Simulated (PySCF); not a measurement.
## How methods differ on the excitation energy of Re

Re [Xe] 4f14 5d5 6s2 (6S) → Re [Xe] 4f14 5d5 6s1 6p1 (8P), as a difference of total energies. Computed with PySCF 2.14 in aug-cc-pVTZ-PP with one added diffuse shell each of s, p, d, f, g type with ECP60MDF (7s7p6d4f3g, 113 functions), with scalar relativity through the core potential. Correlated levels: valence: 5s2 5p6 frozen. The calculations carry no spin-orbit coupling.

| method | excitation energy (eV) |
| --- | --- |
| UHF | 1.073 |
| PBE0 | 2.373 |
| r2SCAN | 2.140 |
| revPBE | 2.528 |
| TPSS | 2.546 |
| MP2 (valence) | 2.306 |
| SCS-MP2 (valence) | 2.748 |

Task: Estimate what PBE gives.

Result: 2.612 eV, closest to TPSS among the rows shown.

Task: Estimate what LDA gives.

Result: 2.960 eV, closest to SCS-MP2 (valence) among the rows shown.
